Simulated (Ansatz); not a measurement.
C2H5NOSn can be A, `C#C[O][SnH2][NH2]`, or B, `NC#[C][SnH2][OH]`.

Computed with Ansatz on PBE0-D4/def2-TZVP structures; ΔE is electronic, products minus reactants. CCSD(T)/CBS is the MP2 limit (def2-TZVPP, def2-QZVPP) plus CCSD(T) − MP2 in def2-TZVPP, frozen cores. DFT in def2-TZVPP. B3LYP here is the variant with VWN-RPA as its local correlation; programs differ in this. def2 core potentials past Kr. For Sn outer-core shells are correlated without core-valence functions, which leaves a few kJ/mol of doubt a bond. Each species was taken in one conformer, which may not be the lowest.

A:

```xyz
10

C    -0.2524   -2.1786   -1.3028
C     0.5218   -1.3012   -1.0146
O     1.3287   -0.3584   -0.6981
Sn    0.4588    1.3213    0.0497
N    -0.7459    0.8045    1.5570
H    -0.8927   -2.9780   -1.5818
H     1.8047    2.1861    0.6034
H    -0.4560    1.9282   -1.2409
H    -0.2714    0.3920    2.3492
H    -1.4956    0.1842    1.2790
```

B:

```xyz
10

N     1.920   -1.855    0.820
C     0.982   -0.945    0.550
C     0.124   -0.109    0.353
Sn   -1.336    1.312    0.048
O    -1.581    1.489   -1.899
H     2.868   -1.609    0.582
H     1.687   -2.815    0.620
H    -2.831    0.802    0.682
H    -0.838    2.837    0.615
H    -0.996    0.893   -2.373
```

Question: Which isomer does CCSD(T)/CBS put lower? Give the gap. (Best estimate.)

Answer: Computed: B, by 28.0 kJ/mol.

Question: Give E(B) − E(A) in kJ/mol with ωB97M-V, PBE0-D4, r2SCAN-D4, B2PLYP, PBE-D4, B3LYP, B3LYP-D4. (Best estimate.)

Answer: The calculation gave: ωB97M-V -27.2, PBE0-D4 -29.3, r2SCAN-D4 -24.8, B2PLYP -27.7, PBE-D4 -24.5, B3LYP -26.4, B3LYP-D4 -22.9. None reverses the order clearly.

Largest T1 diagnostic: 0.014.

From PBE to PBE0 (25 % exact exchange), in def2-TZVPP and without D4, E(B) − E(A) moves by −4.6 kJ/mol. The D4 term adds +3.4 kJ/mol with B3LYP and +1.9 kJ/mol with PBE0; it sums over pairs of atoms, weighted by their polarisabilities, and B3LYP, whose exchange is more repulsive, gets the larger term.
